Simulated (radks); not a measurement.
Problem. All-electron calculation, scalar-relativistic Kohn-Sham, PBE, spin-polarised, spherical densities, finite nucleus; open shells are filled with parallel spins first (spin-orbit coupling, left out, can overturn this in heavy ions); Fermi nuclear charge, rms radius of each element as measured or else 0.836 A^(1/3) + 0.57 fm. Program: a radial shooting solver on a logarithmic mesh with Libxc functionals. Each species is in its NIST ground configuration. Rank W4+, Lu4+, Au4+, Ir4+, Os4+, Hg4+, Hf4+, Re4+, Pt4+, Ta4+ by mean radius of the outermost orbital (bohr), largest first.

Solution. Ta4+ 1.73, W4+ 1.66, Re4+ 1.59, Os4+ 1.53, Ir4+ 1.48, Pt4+ 1.44, Au4+ 1.39, Hg4+ 1.34, Lu4+ 1.32, Hf4+ 1.30.
